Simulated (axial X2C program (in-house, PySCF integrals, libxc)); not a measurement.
Results of a calculation; reference values are marked as such.
ZnSi⁺: input and output

Program: an in-house all-electron X2C program for linear molecules (integrals from PySCF).

Input file and command:
```json
{"zs": [30, 14], "q": 1, "bas": ["dyall-cv3z", "dyall-v3z"], "levels": ["PBE0", "HF", "B97-3"], "cc": true, "r0": 2.34, "thr": -2.0, "nmax": 90, "npts": 10, "nst": 2, "ntry": 6}
```
```bash
python so2c.py task.json out
```

Keys: zs atomic numbers; q charge; bas basis sets; levels methods; cc coupled cluster on or off; r0 starting distance in Å; thr threshold in hartree for freezing inner shells (an s shell follows its p shell); nmax most natural virtual spinors; npts points on the curve; nst determinants followed; ntry starts of the search. HF also brings MP2.

Output of the HF step, with spin–orbit coupling, at R = 2.519 Å for the state Ω = 1/2. It starts from PBE0 orbitals of this distance.

```
two-component X2C + atomic mean field  HF
basis functions 154  fitting functions 864  grid points 5084
iter        total energy     max residual
   1      -2082.933836855     1.55e-01
   2      -2082.960477495     1.55e-02
   3      -2082.961073340     1.99e-02
   4      -2082.962824228     1.43e-03
   5      -2082.962936687     1.06e-03
   6      -2082.963023169     8.72e-04
   7      -2082.963089607     9.04e-04
   8      -2082.962967162     8.15e-04
   9      -2082.962532027     4.77e-04
  10      -2082.962456021     3.72e-04
  11      -2082.962414880     1.11e-04
  12      -2082.962408509     1.27e-04
  13      -2082.962408450     3.40e-05
  14      -2082.962408543     2.75e-05
  15      -2082.962408648     2.55e-05
  16      -2082.962408698     6.55e-06
  17      -2082.962408707     2.34e-06
  18      -2082.962408707     1.30e-06
converged
one-electron -3070.27601395  Coulomb 990.37756048  exact exchange -90.68462841  xc functional 0.00000000  nuclear repulsion 88.23121421  atomic mean-field constant -0.61054103
correlated 15  virtual 219  natural virtual 90  E(MP2) -0.583451775  MP2 remainder -0.060674722
iter   CCSD correlation   residual
   1     -0.475849072   1.81e-01
   2     -0.497191715   7.91e-02
   3     -0.500105585   3.76e-02
   4     -0.499787525   1.52e-02
   5     -0.500192645   8.75e-03
   6     -0.500406743   4.72e-03
   7     -0.500381166   2.52e-03
   8     -0.500401818   1.03e-03
   9     -0.500421121   5.09e-04
  10     -0.500417168   2.76e-04
  11     -0.500418423   1.47e-04
  12     -0.500417496   6.94e-05
  13     -0.500416404   3.15e-05
  14     -0.500416135   1.51e-05
  15     -0.500415980   8.87e-06
  16     -0.500415818   5.90e-06
  17     -0.500415746   3.87e-06
  18     -0.500415721   2.33e-06
  19     -0.500415676   1.36e-06
  20     -0.500415678   8.08e-07
(T) -0.015558229  T1 0.0349  D1 0.1136  max T2 0.158
```
Energies are in hartree; totals compare only within one Hamiltonian and basis. T1 in the output is the amplitude norm over the root of the electron number; divide by √2 for the Lee–Taylor value.
